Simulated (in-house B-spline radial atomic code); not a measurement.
**Ionising Sr with different functionals**

Computed with a radial B-spline atomic code at the basis-set limit: four-component Dirac-Coulomb Hamiltonian, Fermi nucleus of rms radius 4.224 fm, spin-restricted, spherical fractional occupations for the functionals, and exact exchange of hybrids averaged over the configuration. The ionisation energy is the difference of two self-consistent energies, [Kr] 5s2 → [Kr] 5s1, without Breit or QED terms; ε is the level of the shell that loses the electron (mean over j).

| method | rung | ΔSCF (eV) | -ε(5s) (eV) |
| --- | --- | --- | --- |
| B97-1 | global hybrid | 5.70 | 3.88 |
| PBE0 | global hybrid | 5.74 | 4.05 |
| wB97X | range-separated hybrid | 5.66 | 5.57 |
| HSE06 | range-separated hybrid | 5.77 | 3.72 |

(1) Among the functionals, which spreads more, the ΔSCF values or the orbital energies?

(2) How do they compare with the NIST value?

## Answers

(1) The orbital energies: ΔSCF values span about 0.12 eV and the orbital energies 1.85 eV; here energy differences depend much less on the functional than eigenvalues do.

(2) NIST lists 5.695 eV (measured, ground level to ground level). Errors run from -0.04 to +0.08 eV; B97-1 is closest (+0.01 eV), but part of that can be cancellation, since the calculations leave out Breit-QED terms, spin polarisation.
